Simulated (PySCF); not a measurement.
Si(H)(Cl), SMILES [SiH]Cl (HClSi), PBE0/def2-SVP optimised geometry.

```
3

Si    -0.67    -1.04     0.00
H      0.86    -1.04     0.00
Cl    -0.86     1.04     0.00
```

Density from PBE0/def2-TZVP (PySCF) at that geometry.

Minimum of the electron density along straight lines between bonded atoms, close to the bond critical point (lines longer than 1.1 times the sum of covalent radii, or with two minima, are not listed):

| bond | length / Å | ρ at the minimum / e bohr⁻³ | ∇²ρ there / e bohr⁻⁵ | position (fraction from the first atom) |
|---|---|---|---|---|
| Si1–H2 | 1.538 | 0.115 | 0.08 | 0.48 |
| Si1–Cl3 | 2.091 | 0.092 | 0.19 | 0.37 |
